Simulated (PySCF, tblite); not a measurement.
Isomers of C6H10N2SSi, one GFN2-xTB conformer each. Single-point energies are computed at PBE0/pcSseg-1 (PySCF, gas phase, no added dispersion term), electronic only.

Question: Rank them by PBE0/pcSseg-1 energy, lowest first (kJ/mol).
A. `[CH2:1]=[CH:2][c:3]1[nH:4][n:5][c:6]([S:7][SiH3:8])[c:9]1[CH3:10]` with C1–C2–C3–N4 179°, N5–C6–S7–Si8 0°
B. `[CH2:1]=[CH:2][c:3]1[cH:4][c:5]([S:6][SiH3:7])[n:8][n:9]1[CH3:10]` with C1–C2–C3–C4 0°, C4–C5–S6–Si7 180°
C. `[CH2:1]=[CH:2][c:3]1[cH:4][c:5]([CH2:6][S:7][SiH3:8])[n:9][nH:10]1` with C1–C2–C3–C4 0°, C4–C5–C6–S7 89°, C5–C6–S7–Si8 55°
D. `[CH2:1]=[CH:2][c:3]1[cH:4][c:5]([S:6][CH2:7][SiH3:8])[n:9][nH:10]1` with C1–C2–C3–C4 -179°, C4–C5–S6–C7 177°, C5–S6–C7–Si8 -76°

Answer: A (0.0), C (8.1), B (20.7), D (76.8).

As drawn, the highest has an Si–C bond, which the lowest lacks. Neighbours under 10 kJ/mol apart (C=Cc1[nH]nc(S[SiH3])c1C and C=Cc1cc(CS[SiH3])n[nH]1) can change places with a better method, another conformer or zero-point energy. GFN2-xTB itself gives, in the same order: 8.2, 36.1, 0.0, 139.4. GFN2-xTB puts C=Cc1cc(S[SiH3])nn1C lowest instead; measured from each level's own lowest isomer, the values differ by up to 62.6 kJ/mol (C=Cc1cc(SC[SiH3])n[nH]1: 139.4 against 76.8).

Question: Which frontier levels, dipoles and rotational constants go with these structures?

Answer: 
| SMILES | HOMO (eV, PBE0/pcSseg-1) | LUMO (eV) | dipole (D) | A, B, C (MHz) |
| --- | --- | --- | --- | --- |
| C=Cc1[nH]nc(S[SiH3])c1C | -6.27 | -1.03 | 3.39 | 2413, 575.0, 468.4 |
| C=Cc1cc(CS[SiH3])n[nH]1 | -6.58 | -1.12 | 3.66 | 2078, 520.2, 482.8 |
| C=Cc1cc(S[SiH3])nn1C | -6.19 | -1.17 | 4.10 | 2142, 585.0, 463.4 |
| C=Cc1cc(SC[SiH3])n[nH]1 | -5.99 | -1.15 | 2.57 | 2372, 488.3, 430.9 |

Question: What happens when harmonic zero-point energies from GFN2-xTB frequencies are added?

Answer: 
```tsv
SMILES	ZPE (kJ/mol)	electronic (kJ/mol)	with ZPE (kJ/mol)
C=Cc1[nH]nc(S[SiH3])c1C	381.2	0.0	0.0
C=Cc1cc(CS[SiH3])n[nH]1	381.1	8.1	8.0
C=Cc1cc(S[SiH3])nn1C	380.6	20.7	20.1
C=Cc1cc(SC[SiH3])n[nH]1	376.3	76.8	71.9
```

The zero-point energies span 4.9 kJ/mol. The order is unchanged.
